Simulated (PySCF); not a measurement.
Cl3Ge, SMILES [Cl][Ge]([Cl])[Cl] (connectivity only; charge and spin as stated), charge +1, multiplicity 1.

Geometry optimised at B3LYP-D3(BJ)/def2-SVP. The multiplicity is an assumed one; other spin states were not compared. The isomer is the one that the SMILES or the coordinates give; other isomers of the formula were not compared.

Calculation: M06-2X/def2-TZVPD run with PySCF.

Symmetry labels are those of the subgroup C2v that the program uses (full group D3h).

Question: List the valence orbital energies around the gap with their symmetry. (The exact figures need the calculation; the answer reports its results.)

Answer: 
```tsv
orbital	symmetry	energy (eV)
HOMO−7	A1	-19.34
HOMO−6	B1	-19.34
HOMO−5	B2	-18.17
HOMO−4	A1	-17.25
HOMO−3	B1	-17.25
HOMO−2	A2	-17.09
HOMO−1	B2	-17.09
HOMO	B1	-16.76
LUMO	A1	-7.89
LUMO+1	B2	-7.83
LUMO+2	A1	-3.76
LUMO+3	B1	-3.69
```
